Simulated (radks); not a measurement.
Values are calculated unless marked as measured or tabulated.
Charge is removed step by step from the 2p level of Al+, starting from [Ne] 3s2. Level of theory: scalar-relativistic Kohn-Sham, PBE, spin-unpolarised, spherical densities, point nucleus (a radial shooting solver on a logarithmic mesh with Libxc functionals).

removed (e),E - E(0) (eV),eigenvalue (eV),E minus straight line (eV)
0,0.000,-77.992,0.000
0.25,20.394,-85.217,-2.813
0.5,42.623,-92.681,-3.789
0.75,66.748,-100.38,-2.870
1,92.824,-108.29,0.000

Removing the whole electron costs 92.824 eV by Delta-SCF, against 77.992 eV from minus the eigenvalue at the starting occupation. Slater's transition state (half an electron removed) gives 92.681 eV. Integrating minus the eigenvalue over the occupation (Janak's theorem) gives 92.835 eV. In this scalar-relativistic scheme the density is built from large components alone, so the theorem holds only approximately. The mean slope of the eigenvalue, de/dn, is 30.3 eV per electron.
